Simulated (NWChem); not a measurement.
System: GeN₃H₇; SMILES [NH2][GeH]([NH2])[NH2]

Input file for NWChem:

```
start job
memory heap 200 mb stack 900 mb global 1100 mb
geometry units angstroms noautoz
  Ge     0.035017     0.015253     0.242881
  N      0.157953     1.725391    -0.466187
  N      1.340638    -1.168261    -0.313177
  N     -1.501996    -0.787471    -0.411790
  H      0.218526     0.192870     1.780255
  H     -0.214561     2.455118     0.151903
  H     -0.292332     1.821180    -1.384063
  H      2.281017    -0.871045    -0.027049
  H      1.351785    -1.276244    -1.334952
  H     -2.367180    -0.303062    -0.147923
  H     -1.588886    -1.770952    -0.128891
end
basis spherical
  Ge library def2-svp
  N library def2-svp
  H library def2-svp
end
dft
  xc xpbe96 cpbe96
  grid coarse
  iterations 150
  mulliken
end
task dft gradient
```

Excerpt of the output:

```
             Northwest Computational Chemistry Package (NWChem) 7.3.0
             --------------------------------------------------------

 C1  symmetry detected

                             Geometry "geometry" -> ""
                             -------------------------

 Output coordinates in angstroms (scale by  1.889725989 to convert to a.u.)

  No.       Tag          Charge          X              Y              Z
 ---- ---------------- ---------- -------------- -------------- --------------
    1 Ge                  32.0000     0.04038200     0.01745563     0.26990185
    2 N                    7.0000     0.50446276     1.67774086    -0.41606074
    3 N                    7.0000     1.04754843    -1.40375850    -0.34679763
    4 N                    7.0000    -1.65037913    -0.42576030    -0.34674663
    5 H                    1.0000     0.30130609     0.11792300     1.80305778
    6 H                    1.0000     0.31371834     2.45605996     0.22514077
    7 H                    1.0000     0.05890784     1.88730823    -1.31716606
    8 H                    1.0000     2.03742744    -1.31948819    -0.08687972
    9 H                    1.0000     1.00627748    -1.48897264    -1.36995157
   10 H                    1.0000    -2.38464278     0.22539982    -0.04729945
   11 H                    1.0000    -1.93664289    -1.37436477    -0.07652595

 Effective nuclear repulsion energy (a.u.)     312.4871974955

  pbe96 is a nonlocal functional; adding pw91lda local functional.

                                 NWChem DFT Module
                                 -----------------

 Summary of "ao basis" -> "ao basis" (spherical)
 ------------------------------------------------------------------------------
       Tag                 Description            Shells   Functions and Types
 ---------------- ------------------------------  ------  ---------------------
 Ge                         def2-svp                12       32   5s4p3d
 N                          def2-svp                 6       14   3s2p1d
 H                          def2-svp                 3        5   2s1p

            General Information
            -------------------
          SCF calculation type: DFT
          Wavefunction type:  closed shell.
          No. of atoms     :    11
          No. of electrons :    60
           Alpha electrons :    30
            Beta electrons :    30
          Charge           :     0
          Spin multiplicity:     1
          Use of symmetry is: off; symmetry adaption is: off
          Maximum number of iterations: 150
          AO basis - number of functions:   109
                     number of shells:    51
          Convergence on energy requested:  1.00D-06
          Convergence on density requested:  1.00D-05
          Convergence on gradient requested:  5.00D-04

              XC Information
              --------------
          PerdewBurkeErnzerhof Exchange Functional  1.000
            Perdew 1991 LDA Correlation Functional  1.000 local
           PerdewBurkeErnz. Correlation Functional  1.000 non-local

             Grid Information
             ----------------
          Grid used for XC integration:  coarse
          Radial quadrature: Mura-Knowles
          Angular quadrature: Lebedev.
          Tag              B.-S. Rad. Rad. Pts. Rad. Cut. Ang. Pts.
          ---              ---------- --------- --------- ---------
          Ge                  1.25       95           8.0       302
          N                   0.65       35          10.0       302
          H                   0.35       35          11.0       302
          Grid pruning is: on
          Number of quadrature shells:   445
          Spatial weights used:  Erf1

      Superposition of Atomic Density Guess
      -------------------------------------

 Sum of atomic energies:       -2241.27098819

      Non-variational initial energy
      ------------------------------

 Total energy =   -2243.011086
 1-e energy   =   -3741.456059
 2-e energy   =    1185.957776
 HOMO         =      -0.339400
 LUMO         =       0.050034

     ---------------------------------------------
      Total Density - Mulliken Population Analysis
     ---------------------------------------------

    Atom       Charge   Shell Charges
 -----------   ------   -------------------------------------------------------
    1 Ge  32    30.89   2.00  2.00  2.00  0.96  0.14  6.00  5.98  0.96  0.63  8.15  1.81  0.26
    2 N    7     7.83   1.99  1.05  0.49  2.54  1.75  0.01
    3 N    7     7.81   1.99  1.05  0.49  2.53  1.74  0.01
    4 N    7     7.82   1.99  1.05  0.49  2.54  1.75  0.01
    5 H    1     1.10   0.67  0.41  0.01
    6 H    1     0.76   0.59  0.12  0.04
    7 H    1     0.76   0.59  0.13  0.04
    8 H    1     0.76   0.59  0.12  0.04
    9 H    1     0.76   0.59  0.13  0.04
   10 H    1     0.76   0.59  0.12  0.04
   11 H    1     0.76   0.59  0.13  0.04

   convergence    iter        energy       DeltaE   RMS-Dens  Diis-err
 ---------------- ----- ----------------- --------- --------- ---------
 d= 0,ls=0.0,diis     1  -2244.5038779305 -2.56D+03  1.53D-02  7.96D-01
 d= 0,ls=0.0,diis     2  -2244.4083514153  9.55D-02  1.02D-02  1.55D+00
 d= 0,ls=0.0,diis     3  -2244.5855314939 -1.77D-01  1.86D-03  9.18D-02
 d= 0,ls=0.0,diis     4  -2244.5946631987 -9.13D-03  3.94D-04  6.39D-03
 d= 0,ls=0.0,diis     5  -2244.5949387541 -2.76D-04  2.15D-04  7.55D-04
  Resetting Diis
 d= 0,ls=0.0,diis     6  -2244.5950070172 -6.83D-05  6.76D-05  1.06D-04
 d= 0,ls=0.0,diis     7  -2244.5950178879 -1.09D-05  3.44D-05  3.31D-06
 d= 0,ls=0.0,diis     8  -2244.5950171564  7.32D-07  2.22D-05  1.03D-05
 d= 0,ls=0.0,diis     9  -2244.5950182335 -1.08D-06  4.29D-06  3.13D-07
 d= 0,ls=0.0,diis    10  -2244.5950182711 -3.77D-08  6.69D-07  1.63D-08

         Total DFT energy =    -2244.595018271147
      One electron energy =    -3745.087408699904
           Coulomb energy =     1289.889077767702
    Exchange-Corr. energy =     -101.883884834429
 Nuclear repulsion energy =      312.487197495485

 Numeric. integr. density =       59.999838637830

                       DFT Final Molecular Orbital Analysis
                       ------------------------------------

 Vector   28  Occ=2.000000D+00  E=-2.108942D-01
              MO Center=  1.1D-01, -4.2D-01, -2.1D-01, r^2= 3.8D+00
   Bfn.  Coefficient  Atom+Function         Bfn.  Coefficient  Atom+Function
  ----- ------------  ---------------      ----- ------------  ---------------
    51      0.285520   3 N  py               66     -0.282382   4 N  pz
    54     -0.225989   3 N  py               69      0.213968   4 N  pz
    49      0.210370   3 N  s                36      0.203400   2 N  px
    63     -0.191016   4 N  s                76     -0.184076   5 H  s
    39     -0.169133   2 N  px               52     -0.155870   3 N  pz

 Vector   29  Occ=2.000000D+00  E=-2.030062D-01
              MO Center= -4.5D-01,  5.6D-01, -3.8D-01, r^2= 3.4D+00
   Bfn.  Coefficient  Atom+Function         Bfn.  Coefficient  Atom+Function
  ----- ------------  ---------------      ----- ------------  ---------------
    66      0.384418   4 N  pz               36      0.378746   2 N  px
    69     -0.326636   4 N  pz               39     -0.307855   2 N  px
    35     -0.153145   2 N  s                76      0.142559   5 H  s
    34     -0.105279   2 N  s                17     -0.099983   1 Ge pz
    64      0.092631   4 N  px               67     -0.085598   4 N  px

 Vector   30  Occ=2.000000D+00  E=-1.961683D-01
              MO Center=  3.8D-01, -2.8D-01, -3.2D-01, r^2= 3.8D+00
   Bfn.  Coefficient  Atom+Function         Bfn.  Coefficient  Atom+Function
  ----- ------------  ---------------      ----- ------------  ---------------
    51      0.371037   3 N  py               54     -0.319398   3 N  py
    36     -0.305572   2 N  px               39      0.249257   2 N  px
    66      0.232135   4 N  pz               69     -0.190956   4 N  pz
    35      0.163723   2 N  s                63      0.138860   4 N  s
    52     -0.120214   3 N  pz               34      0.110330   2 N  s

 Vector   31  Occ=0.000000D+00  E= 1.479638D-02
              MO Center= -5.9D-01,  3.3D-01, -2.1D-01, r^2= 6.6D+00
   Bfn.  Coefficient  Atom+Function         Bfn.  Coefficient  Atom+Function
  ----- ------------  ---------------      ----- ------------  ---------------
    63      0.888982   4 N  s                35      0.772416   2 N  s
     5     -0.598774   1 Ge s               101     -0.527283  10 H  s
    49      0.522780   3 N  s                81     -0.447770   6 H  s
   106     -0.448559  11 H  s                86     -0.417298   7 H  s
    76      0.355923   5 H  s                96     -0.328655   9 H  s

[...]

                         DFT ENERGY GRADIENTS

    atom               coordinates                        gradient
                 x          y          z           x          y          z
   1 Ge      0.076311   0.032986   0.510041    0.000171   0.000052   0.001219
   2 N       0.953296   3.170471  -0.786241   -0.000102  -0.000313   0.000058
   3 N       1.979580  -2.652719  -0.655352   -0.000214   0.000259   0.000013
   4 N      -3.118764  -0.804570  -0.655256    0.000368   0.000137   0.000133
   5 H       0.569386   0.222842   3.407285   -0.000245  -0.000067  -0.001549
   6 H       0.592842   4.641280   0.425454   -0.000074  -0.000133  -0.000026
   7 H       0.111320   3.566495  -2.489083   -0.000014  -0.000200   0.000107
   8 H       3.850180  -2.493471  -0.164179   -0.000136   0.000081  -0.000001
   9 H       1.901589  -2.813750  -2.588833   -0.000071   0.000123   0.000096
  10 H      -4.506321   0.425944  -0.089383    0.000183  -0.000028  -0.000030
  11 H      -3.659724  -2.597173  -0.144613    0.000136   0.000089  -0.000019
```

Level: PBE/def2-SVP. All runs use the structure optimised with PBE-D3(BJ)/def2-SVP.
